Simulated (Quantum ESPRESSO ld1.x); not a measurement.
Results of a calculation; reference values are marked as such.
Species: K4+. Configuration: [Ne] 3s2 3p3 (the NIST ground configuration).

Level of theory: Dirac Kohn-Sham, LDA (Slater exchange, Perdew-Zunger correlation), spin-unpolarised, spherical densities, point nucleus; open shells are shared between the two j in proportion to 2j + 1 (ld1.x of Quantum ESPRESSO 7.5).

Energy parts (Ry):
part                     energy
total                 -1190.355
kinetic                1198.110
electron-nucleus      -2770.832
Hartree                 442.306
exchange-correlation    -59.939

Orbitals (lengths in bohr, moments of r in powers of bohr; <r^-3> diverges for s and p1/2; r(max) is where P^2 peaks):
| orbital | occ. | eigenvalue (Ry) | <r^2> | <r> | <r^-3> | r(max) |
|---|---|---|---|---|---|---|
| 1s1/2 | 2 | -262.925 | 0.008875 | 0.08123 | - | 0.053 |
| 2s1/2 | 2 | -30.5461 | 0.1783 | 0.3879 | - | 0.318 |
| 2p1/2 | 2 | -25.4058 | 0.1503 | 0.3481 | - | 0.261 |
| 2p3/2 | 4 | -25.1922 | 0.1523 | 0.3506 | 153.7 | 0.263 |
| 3s1/2 | 2 | -6.56890 | 1.567 | 1.170 | - | 1.03 |
| 3p1/2 | 1 | -5.27371 | 1.774 | 1.237 | - | 1.07 |
| 3p3/2 | 2 | -5.24674 | 1.789 | 1.242 | 19.49 | 1.08 |
| 3d3/2 | 0 | -3.32995 | 2.274 | 1.381 | 1.603 | 1.11 |
| 3d5/2 | 0 | -3.32761 | 2.277 | 1.382 | 1.594 | 1.11 |
| 4s1/2 | 0 | -2.39255 | 8.053 | 2.675 | - | 2.53 |

The highest occupied level is 3p3/2 at -71.385 eV. Summed over all electrons, <r^2> = 9.770 bohr^2, which gives a Langevin (diamagnetic) susceptibility term of -7.74 x 10^-6 cm^3/mol. For comparison, the ionisation energy in NIST's Atomic Spectra Database is 82.7 eV (semi-empirical). In exact Kohn-Sham theory the highest level is minus the ionisation energy, but local and semilocal functionals leave it too shallow, through self-interaction and a potential that decays too fast; potentials with the right tail come closer.

Beside tabulated values, note that spin-unpolarised runs miss the spin-polarisation part of the exchange energy of open shells.
